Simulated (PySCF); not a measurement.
SMILES CC(=O)[SiH2]c1ccco1 (GFN2-xTB optimised geometry):

```
17

C     -1.566    -3.243    -0.237
C     -0.682    -2.034    -0.084
O      0.522    -2.129    -0.012
Si    -1.585    -0.331     0.004
C     -0.300     1.019     0.000
C      1.071     1.019     0.000
C      1.477     2.370     0.000
C      0.327     3.102     0.000
O     -0.747     2.304     0.000
H     -0.983    -4.161    -0.238
H     -2.288    -3.261     0.576
H     -2.119    -3.157    -1.170
H     -2.386    -0.320     1.235
H     -2.479    -0.233    -1.156
H      1.694     0.149     0.000
H      2.479     2.747     0.000
H      0.153     4.161     0.000
```

Computed with PBE0/def2-SVP (PySCF).

### Question
What are the frontier orbital energies and the dipole moment?

### Answer
HOMO-2 -8.11 eV, HOMO-1 -6.85 eV, HOMO -6.66 eV, LUMO -1.05 eV, LUMO+1 0.01 eV; dipole moment 1.33 D.

On the same geometry PBE/def2-SVP (PySCF) gives HOMO-2 -6.82 eV, HOMO-1 -5.59 eV, HOMO -5.31 eV, LUMO -2.13 eV, LUMO+1 -0.90 eV; dipole moment 1.23 D.

Meta-Löwdin charges at PBE0/def2-SVP: C1 -0.35, C2 0.19, O3 -0.38, Si4 0.55, C5 -0.08, C6 -0.14, C7 -0.17, C8 0.05, O9 -0.23, H10 0.12, H11 0.12, H12 0.12, H13 -0.09, H14 -0.09, H15 0.14, H16 0.12, H17 0.13.
